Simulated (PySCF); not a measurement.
CH₃BrSe. Atoms are numbered in the order given.

```xyz
6

Se     0.4992    -0.9275     0.0000
Br    -0.1231     1.3496     0.0000
C     -1.3028    -1.6907     0.0000
H     -1.1565    -2.7822     0.0000
H     -1.8451    -1.3880    -0.9046
H     -1.8451    -1.3880     0.9046
```
Charge 0, spin multiplicity 1.

Geometry: B3LYP-D3(BJ)/def2-SVP.

Method: PySCF with ωB97X/def2-TZVPD.

Mulliken values depend strongly on the basis, most of all with diffuse functions as here. ESP charges are fitted to the potential on shells at 1.4 to 2.0 van der Waals radii. Atomic charges (e):

```json
[
 {"atom": "Se1", "Mulliken": "0.16", "IAO": "0.21", "ESP fit": "0.04"},
 {"atom": "Br2", "Mulliken": "-0.20", "IAO": "-0.17", "ESP fit": "-0.09"},
 {"atom": "C3", "Mulliken": "-0.77", "IAO": "-0.53", "ESP fit": "-0.70"},
 {"atom": "H4", "Mulliken": "0.26", "IAO": "0.16", "ESP fit": "0.29"},
 {"atom": "H5", "Mulliken": "0.28", "IAO": "0.17", "ESP fit": "0.23"},
 {"atom": "H6", "Mulliken": "0.28", "IAO": "0.17", "ESP fit": "0.23"}
]
```
